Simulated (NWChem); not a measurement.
System: AsH, triplet; SMILES [AsH]

Here is an NWChem input.

```
start job
memory heap 200 mb stack 900 mb global 1100 mb
geometry units angstroms noautosym nocenter noautoz
  As     0.000000     0.000000    -0.052841
  H      0.000000     0.000000     1.478241
end
basis spherical
  * library def2-svp
end
dft
  odft
  mult 3
  xc b3lyp
  iterations 150
end
tddft
  cis
  nroots 8
end
task tddft energy
```

Coordinates come from a PBE0-D3(BJ)/def2-TZVP, spin-unrestricted optimisation. No stability test was run on the SCF state.

Vertical excitations in the gas phase. Excited states of an open shell can be spin-contaminated.

What results follow from this input? (B3LYP/def2-SVP, spin-unrestricted, TDA.) Quantities: lowest excitation (eV); oscillator strength of that lowest state; lowest state with f > 0.02 (eV); oscillator strength of that bright state; lowest empty minus highest occupied level, either spin (eV).


| Item | Result |
|---|---|
| lowest excitation (eV) | 3.87 |
| oscillator strength of that lowest state | 0.010 |
| lowest state with f > 0.02 (eV) | 10.01 |
| oscillator strength of that bright state | 0.125 |
| lowest empty minus highest occupied level, either spin (eV) | 3.38 |
